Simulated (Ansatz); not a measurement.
Al2H6Si2 (`[SiH3][Al]1[AlH][SiH2]1`), relaxed with RKS PBE-D4/def2-SVP in Ansatz from a rough embedded geometry. The force threshold is 0.03 eV/Å; the program also tests the step.

The species carries charge 0 and has multiplicity 1.

Start:

```xyz
10

Si    2.375    0.029    0.631
Al    0.176    0.171   -0.018
Al   -2.198    0.954    0.459
Si   -1.698   -0.632   -1.253
H     2.852    1.271    1.294
H     2.580   -1.122    1.602
H     3.263   -0.256   -0.547
H    -3.298    1.796    1.215
H    -2.153   -2.037   -0.829
H    -1.900   -0.173   -2.553
```

**Question.** How much energy does the relaxation release, and in how many steps? (Best estimate.)

**Answer.** Ansatz gave: 24.34 kcal/mol, in 15 steps.

**Question.** Which bonds change most? (An estimate is asked.)

**Answer.** The calculation gave: Si1–Al2 from 2.298 to 2.469 Å; Si4–H10 from 1.394 to 1.520 Å; Al2–Si4 from 2.383 to 2.472 Å; Si4–H9 from 1.537 to 1.602 Å.

**Question.** Give the relaxed structure. (Best estimate.)

**Answer.** Ansatz gave: 
```xyz
10

Si    2.307   -0.138    0.600
Al   -0.090    0.380    0.317
Al   -2.520    0.778    0.698
Si   -1.826   -0.147   -1.363
H     3.018    1.045    1.213
H     2.514   -1.316    1.520
H     2.977   -0.450   -0.715
H    -3.681    1.797    1.113
H    -0.744   -1.106   -0.671
H    -1.955   -0.842   -2.710
```
